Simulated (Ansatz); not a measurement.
Cu(NH3)(SH) (CuSNH₄). The state is a triplet with charge 0. Geometry r2SCAN-D4/def2-TZVP, that of the neutral singlet.

Cartesian coordinates in Å:
```
Cu -0.2393 0.6226 0.0623
N 0.8921 -0.9545 -0.0247
H 1.8540 -0.7254 0.2139
H 0.9000 -1.3628 -0.9561
H 0.5833 -1.6757 0.6224
S -1.4145 2.3646 0.1691
H -2.5756 1.7312 -0.0871
```

At PBE0-D4/def2-TZVP a singlet of charge 0 lies 3.88 eV below the triplet at the same geometry.

Estimate the α-spin orbital energies around the gap (eV) in Ansatz with PBE-D4/def2-TZVP, r2SCAN-D4/def2-TZVP, PBE0-D4/def2-TZVP.


```csv
orbital,PBE-D4/def2-TZVP,r2SCAN-D4/def2-TZVP,PBE0-D4/def2-TZVP
HOMO−5,-7.41,-7.79,-9.79
HOMO−4,-7.37,-7.76,-9.77
HOMO−3,-7.31,-7.66,-9.51
HOMO−2,-7.21,-7.64,-8.83
HOMO−1,-6.89,-7.19,-8.62
HOMO,-1.80,-1.90,-2.28
LUMO,-0.73,-0.44,0.18
LUMO+1,0.28,0.51,1.10
LUMO+2,0.75,0.96,1.68
LUMO+3,0.81,1.06,1.74
LUMO+4,1.36,1.64,2.28
LUMO+5,1.38,1.66,2.28
β HOMO,-6.50,-6.71,-8.12
β LUMO,-5.97,-5.80,-4.89
```
